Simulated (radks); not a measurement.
Coulomb parameter of the 4f shell of the holmium ion Ho2+ in the model configuration [Xe] 4f9 5d2, as a second difference U = [E(n + 1) + E(n - 1) - 2 E(n)] / (1)^2 with all orbitals relaxed. "Bare": the charge of the atom changes with n. "Screened": the 5d shell takes up the change at fixed total charge, which measures U(4f,4f) + U(5d,5d) - 2 U(4f,5d). Calculated with a radial shooting solver on a logarithmic mesh with Libxc functionals: Dirac Kohn-Sham, PBEsol, spin-unpolarised, spherical densities, finite nucleus; open shells are shared between the two j in proportion to 2j + 1; Fermi nuclear charge, rms radius 5.2022 fm.

case         configuration  E - E(n) (eV)
start         [Xe] 4f9 5d2          0.000
bare +1      [Xe] 4f10 5d2        -21.950
bare -1       [Xe] 4f8 5d2         40.317
screened +1  [Xe] 4f10 5d1        -11.075
screened -1   [Xe] 4f8 5d3         16.911

U(bare) = 18.367 eV, U(screened by 5d) = 5.836 eV.
